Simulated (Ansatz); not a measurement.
One change: `F[CH2][Al]1[CH2][CH2]1` becomes `N=[CH][Al]1[CH2][CH2]1`.

Ansatz, PBE0-D4/def2-TZVP geometries, multiplicity 1. Each molecule was computed in one conformer, which needn't be the lowest. `F[CH2][Al]1[CH2][CH2]1` holds a close contact that its SMILES doesn't draw: Al···F 2.09 Å.

```tsv
property	`F[CH2][Al]1[CH2][CH2]1`
HOMO energy (B3LYP/def2-TZVPP) / eV	-5.50
size of the dipole moment (B3LYP/def2-TZVPP) / D	2.52
LUMO energy (PBE0/def2-TZVPP) / eV	-0.44
HOMO–LUMO gap (ωB97M-V/def2-TZVPP) / eV	8.97
HOMO energy (PBE/def2-TZVPP) / eV	-4.57
zero-point energy (PBE0-D4/def2-TZVP) / kJ/mol	210.2
```

(1) Give the same properties after the change, and the shifts. (An estimate is asked.)

Answers

(1) Ansatz gave: 
```tsv
property	`N=[CH][Al]1[CH2][CH2]1`	shift
HOMO energy (B3LYP/def2-TZVPP) / eV	-5.80	-0.30
size of the dipole moment (B3LYP/def2-TZVPP) / D	0.79	-1.73
LUMO energy (PBE0/def2-TZVPP) / eV	-2.02	-1.58
HOMO–LUMO gap (ωB97M-V/def2-TZVPP) / eV	8.03	-0.94
HOMO energy (PBE/def2-TZVPP) / eV	-4.86	-0.29
zero-point energy (PBE0-D4/def2-TZVP) / kJ/mol	216.0	5.8
```

With PBE0 the HOMO falls by 0.30 eV and the LUMO falls by 1.58 eV, so the gap narrows by about 1.28 eV. PBE moves the HOMO by -0.29 eV and ωB97M-V by -0.30 eV. Dipoles are sizes alone; their direction can turn.

Positive LUMOs are unbound, so they and the gaps depend on the basis.

B3LYP here is the variant with VWN-RPA as its local correlation; programs differ in this.
